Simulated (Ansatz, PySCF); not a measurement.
Energy difference R1 + R2 → P1, each structure at its B3LYP-D3(BJ)/def2-TZVP stationary point, reached from a drawn start (curvature not checked).
R1, H2 (SMILES [H][H]) (charge 0, multiplicity 1, Z-matrix in Å and degrees):
```
H
H 1 0.7440
```
P1: C2H6 (SMILES CC), charge 0, multiplicity 1.
R2: C2H4 (SMILES C=C), charge 0, multiplicity 1.

P less R. No zero-point or thermal terms.

Correlated levels freeze the cores.

The values were computed with Ansatz (a first-principles code); PySCF for the D3/D4 terms. All values are computed, each at the level named.

**Question.** Give the reaction energy at the level CCSD/cc-pVTZ.

**Answer.** -170 kJ/mol

**Question.** Predict the reaction energy from SCS-MP2/cc-pVQZ.

**Answer.** -166 kJ/mol

**Question.** Estimate the reaction energy that B3LYP-D3(BJ)/def2-TZVPP returns for this input.

**Answer.** -163 kJ/mol
